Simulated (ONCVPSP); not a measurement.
**sulfur: variants of one ONCV potential**

Base potential:

```
Element                 : sulfur (S)
Generator               : ONCVPSP 4.0.1
Type                    : optimised norm-conserving Vanderbilt (ONCV)
Functional              : PBE
Relativity              : scalar-relativistic
Frozen core             : [Ne]
Valence charge          : 6
Reference configuration : 3s2 3p4
Partial waves           : 3s: rc 1.45 bohr, ncon 4, nbas 9, qcut 5.6 1/bohr, 1 projector; 3p: rc 1.25 bohr, ncon 5, nbas 9, qcut 7.7 1/bohr, 2 projectors, debl 0.9 Ha; d scattering state at 0.47 Ha: rc 1.30 bohr, ncon 5, nbas 8, qcut 6.8 1/bohr, 2 projectors, debl 3.6 Ha
Local potential         : polynomial inside 1.20 bohr (lpopt 5, dvloc0 6 Ha)
Core correction         : Teter function, fcfact 2.5, rcfact 1.1
```

Cutoffs, loose and tight: the cutoffs (Ha) at which the residual kinetic energy of the hardest occupied pseudo-wave falls to 1 and 0.1 mHa per electron. They do not see the model core or the augmentation charge, which bear on the density cutoff. Test errors are all-electron minus pseudo excitation energies from the reference, over the configurations 3s2 3p3; 3s2 3p2; 3s2 3p1; 3s2 3p3.5. A dash means not determined; rows that change the core or the reference have their own tests.

A true bound ghost makes a file unfit for plane-wave use even where its test errors are small: the radial tests pick states by their node count and pass the ghost by.

```tsv
change	outcome	cutoff, loose	cutoff, tight	bound ghosts	GHOST(+) flags above zero	largest test error (meV)
base	generated	30 Ha	147 Ha	p	none	+26
```

(1) What comes out with this change to the base: s: qcut 7.1; p: qcut 9.8; d: qcut 8.7?

(2) What comes out with this change to the base: core correction Teter function, fcfact 6.3, rcfact 1.1?

(3) What comes out with this change to the base: s: qcut 3.2?

## Answers

(1) outcome: generated; cutoff, loose: 38 Ha; cutoff, tight: 48 Ha; bound ghosts: p; GHOST(+) flags above zero: none; largest test error (meV): +15.

(2) outcome: generated; cutoff, loose: 30 Ha; cutoff, tight: 147 Ha; bound ghosts: p; GHOST(+) flags above zero: none; largest test error (meV): +35.

(3) outcome: generated; cutoff, loose: 94 Ha; cutoff, tight: 147 Ha; bound ghosts: p; GHOST(+) flags above zero: none; largest test error (meV): +66.
